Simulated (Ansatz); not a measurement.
A made-up structure of AlBSiH4O, singlet:

```
8
angstrom
O 1.3482 1.6483 -1.5090
B 0.4883 0.9756 -1.0767
Si -0.8281 -0.1371 -0.2990
Al 0.4940 -0.5068 1.0031
H -1.2431 -1.3811 -1.1865
H -2.0971 0.6339 0.2513
H 0.4286 0.5299 2.2296
H 1.4092 -1.7628 0.5872
```

It is relaxed with PBE-D4/def2-SVP and then PBE0-D4/def2-TZVP (Ansatz 0.2.0). Atoms count as bonded within 1.22 times the sum of their covalent radii (H–H: 0.88 Å). The end point is not checked to be a true minimum.

(1) Does its bonding change? (Judge from chemistry; the calculation decides.)

Answers

(1) Computed: No: no bond forms or breaks.

Where it ends: The first stage lowers the energy by 3.07 eV in 11 steps. It ends as AlBSiH₄O ([O][B][SiH2][AlH2]):
```
8
angstrom
O 0.9746 1.9504 -2.1495
B 0.2582 1.2055 -1.5332
Si -0.8193 -0.0436 -0.4262
Al 0.6392 -0.7492 1.4282
H -1.2345 -1.1487 -1.3320
H -2.0263 0.7152 0.0002
H 0.6538 0.0993 2.7650
H 1.5542 -2.0289 1.2475
```

Labels in which every atom is bracketed show which atoms are joined, not bond orders.

For scale, one of the runs: PBE0-D4/def2-TZVP relaxation, 160 basis functions, launched by `ansatz run in.yaml --threads 2 --pin off --events-out ev --progress --plain --max-ram 4352MiB`. Hardware: 2 CPU threads of an Arm Neoverse V1, shared host. Wall time about 15 s.
